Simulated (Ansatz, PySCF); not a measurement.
Gas-phase reaction (SMILES): CN(C)BN(C)C [N-(dimethylaminoboranyl)-N-methylmethanamine] + B (BH3) + 4 N (NH3) -> 2 BN (BNH4) + 4 CN (CH5N) [methanamine]; bond separation energy.

Geometries: B3LYP-D3(BJ)/def2-TZVP minima from Ansatz (an electronic-structure program), one conformer each, not searched for the lowest. Correlated levels leave the core frozen unless marked. No spin-orbit coupling. No relativistic terms. Basis-set limits of correlation are two-point, X^-3; Hartree-Fock from the larger set. [CCSD(T)-MP2]/basis is that difference in the basis named. Thermal terms are rigid-rotor harmonic-oscillator values from B3LYP-D3(BJ) frequencies (Ansatz or PySCF) at 298.15 K and 1 atm. 1 Eh = 627.5095 kcal/mol.

| species | E, RI-MP2/CBS(aug-cc-pVTZ,aug-cc-pVQZ)+[CCSD(T)-MP2]/aug-cc-pVTZ (Ansatz) (Eh) | E, r2SCAN-D4/def2-TZVPD (Ansatz + dftd4) (Eh) | H - E (Eh) |
|---|---|---|---|
| CN(C)BN(C)C | -294.28203 | -294.58159 | 0.18975 |
| B (BH3) | -26.55177 | -26.58581 | 0.03008 |
| BN (BNH4) | -81.93389 | -82.01572 | 0.05211 |
| CN (CH5N) | -95.75128 | -95.83428 | 0.06816 |
| N (NH3) | -56.50756 | -56.54744 | 0.03799 |

Question: Work out ΔE and ΔH at 298.15 K at the first level, then ΔH at the second.

Answer: 
1. ΔE = [2×(-81.93389) + 4×(-95.75128)] - [(-294.28203) + (-26.55177) + 4×(-56.50756)] = -0.00886 Eh = -5.6 kcal/mol at RI-MP2/CBS(aug-cc-pVTZ,aug-cc-pVQZ)+[CCSD(T)-MP2]/aug-cc-pVTZ.
2. The terms H - E add up to 0.00507 Eh, so ΔH = (-0.00886 + (0.00507))×627.5095 = -2.4 kcal/mol.
3. At r2SCAN-D4/def2-TZVPD the same steps give ΔE = -7.2 and ΔH = -4.0 kcal/mol, a shift of -1.6 from the first level.
4. These values are not checked against measurement here, since the tables used lack a sound gas-phase enthalpy of formation for at least one species.
